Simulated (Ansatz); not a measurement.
One change: `C[O][Ti]([Cl])([Cl])[Cl]` becomes `[F][Ti]([Cl])([Cl])[Cl]`.

Ansatz, PBE0-D4/def2-TZVP geometries, multiplicity 1. Each molecule was computed in one conformer, which needn't be the lowest.

Scalar relativity is left out up to krypton.

| property | `C[O][Ti]([Cl])([Cl])[Cl]` |
| --- | --- |
| zero-point energy (PBE0-D4/def2-TZVP) / kJ/mol | 121.2 |
| LUMO energy (PBE0/def2-TZVPP) / eV | -2.91 |
| LUMO energy (ωB97M-V/def2-TZVPP) / eV | -0.78 |
| HOMO energy (PBE0/def2-TZVPP) / eV | -9.06 |
| HOMO–LUMO gap (PBE0/def2-TZVPP) / eV | 6.16 |
| HOMO energy (ωB97M-V/def2-TZVPP) / eV | -11.24 |

Q: Give the same properties after the change, and the shifts. (Estimate.)

A: Ansatz gave: 
```csv
property,`[F][Ti]([Cl])([Cl])[Cl]`,shift
zero-point energy (PBE0-D4/def2-TZVP) / kJ/mol,17.8,-103.4
LUMO energy (PBE0/def2-TZVPP) / eV,-3.67,-0.76
LUMO energy (ωB97M-V/def2-TZVPP) / eV,-1.51,-0.73
HOMO energy (PBE0/def2-TZVPP) / eV,-9.66,-0.60
HOMO–LUMO gap (PBE0/def2-TZVPP) / eV,5.99,-0.17
HOMO energy (ωB97M-V/def2-TZVPP) / eV,-11.81,-0.57
```

With PBE0 the HOMO falls by 0.60 eV and the LUMO falls by 0.76 eV, so the gap narrows by about 0.16 eV. PBE moves the HOMO by -0.61 eV and ωB97M-V by -0.57 eV. The zero-point energy changes by -103.4 kJ/mol with -12 modes.
